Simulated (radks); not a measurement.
These are the eigenvalues of the occupied orbitals of an atom or ion with whole-number occupations (hartree). Calculated with a radial shooting solver on a logarithmic mesh with Libxc functionals: Dirac Kohn-Sham, BP86, spin-unpolarised, spherical densities, finite nucleus; Fermi nuclear charge, rms radius of each element as measured or else 0.836 A^(1/3) + 0.57 fm.

| orbital | eigenvalue |
|---|---|
| 1s1/2 | -3051.120 |
| 2s1/2 | -540.9198 |
| 2p1/2 | -519.2059 |
| 2p3/2 | -447.6083 |
| 3s1/2 | -128.8919 |
| 3p1/2 | -119.0650 |
| 3p3/2 | -103.2077 |
| 3d3/2 | -86.86342 |
| 3d5/2 | -83.46589 |
| 4s1/2 | -28.88789 |
| 4p1/2 | -24.66646 |
| 4p3/2 | -20.83748 |
| 4d3/2 | -13.92079 |
| 4d5/2 | -13.20696 |
| 5s1/2 | -5.04056 |
| 4f5/2 | -4.30970 |
| 4f7/2 | -4.15560 |
| 5p1/2 | -3.64738 |
| 5p3/2 | -2.97599 |
| 5d3/2 | -1.10455 |
| 5d5/2 | -1.03390 |

Which element is it, and in what charge state? The configuration may be excited. Open shells, if any, fill j = l - 1/2 first.

Answer. Z = 80, mercury, charge +2: Hg2+ in [Xe] 4f14 5d10. The list shows which subshells hold electrons but not how many an open one holds; the 1s level, -3051.1 hartree, gives Z - s = 78.1 by -(Z - s)^2/2, which with screening and relativity narrows Z to a few neighbours, and the depths of the outer levels then fix element, charge and occupations together.
